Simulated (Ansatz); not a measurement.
CuF, triplet, at the geometry of the source list (the multiplicity is a formal guess); BLYP/pc-2 (Ansatz, an electronic-structure program).

Ansatz was given this input:
Ansatz 0.2 input:
```yaml
crystal:
  periodic: [false, false, false]
  atoms:
    - {symbol: Cu, position_ang: [-0.45740000, -0.37720000, -0.61790000]}
    - {symbol: F, position_ang: [0.45740000, 0.37720000, 0.61790000]}
basis:
  gaussian:
    orbitals: pc-2.json
hamiltonian:
  xc: blyp
magnetization: {spin_polarized: true, initial_magnetization: 2}
```
The basis file holds pc-2 in the JSON format of the Basis Set Exchange.

Question: What does Ansatz print? Leave out banner, timings and long lists.

Answer: 
```
Functional definition: BLYP
602 factors; their error is unknown
mean field evaluation 1: about -47357.4410 eV, gradient 3.4e1 eV
mean field evaluation 2: about -47257.0829 eV, gradient 1.7e2 eV
mean field evaluation 4: about -47360.4165 eV, gradient 1.8e1 eV
mean field evaluation 8: about -47361.0143 eV, gradient 1.8e-2 eV
mean field evaluation 16: about -47360.9920 eV, gradient 2.3e-5 eV
mean field evaluation 32: about -47360.7797 eV, gradient 1.8e-6 eV
mean field evaluation 64: about -47360.8167 eV, gradient 6.1e0 eV
mean field -47360.99204230 eV, -1740.4843551212 hartree, gradient 2.6e-6 eV, S^2 2.001007; 7 other end points of the search recorded, 0 dependent functions left out
reference -47360.99227920 eV, -1740.4843638269 hartree; 20, 18 occupied and 66, 68 virtual orbitals, 602 factors
Total energy: -47360.99227920 eV, -1740.4843638269 hartree
```
